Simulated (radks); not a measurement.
Values are calculated unless marked as measured or tabulated.
The table gives one normalised radial function P(r) = r R(r) (large component) of Ho0.5- in [Xe] 4f10 6s2 6p1.5 (r in bohr). Code: a radial shooting solver on a logarithmic mesh with Libxc functionals. Model: Dirac Kohn-Sham, BLYP, spin-unpolarised, spherical densities, finite nucleus; open shells are shared between the two j in proportion to 2j + 1; Fermi nuclear charge, rms radius 5.2022 fm.

r,P
0.003787,0.0000
0.006169,0.0000
0.00997,0.0000
0.01624,0.0003
0.02646,0.0015
0.0431,0.0080
0.07021,0.0371
0.1135,0.1392
0.1848,0.4108
0.3011,0.8503
0.4906,1.1362
0.7991,0.9507
1.291,0.5314
2.104,0.1944
3.427,0.0430
5.583,0.0045
9.096,0.0001
14.7,0.0000

Which n and l does it have? It may be an empty orbital.

Answer. n = 4, l = 3: the number of nodes gives n - l - 1 = 0, the rise at small r points to l (for j = l - 1/2 the large component starts outside the nucleus as r^gamma with gamma = sqrt(l^2 - (Z/c)^2) = 2.96 and the r^(l+1) term takes over further out; the orbital of l - 1 with the same j starts with the same power, but with a larger coefficient, and does not steepen), and the extent must fit the shell. The curve is that of 4f5/2; the two j differ most near the nucleus, where j = l - 1/2 has the larger amplitude, and in heavy atoms j = l - 1/2 is also the more compact. 4f5/2: eigenvalue -10.715 eV, 0 radial nodes, <r> = 0.786 bohr, 90 % of the charge inside 1.35 bohr.
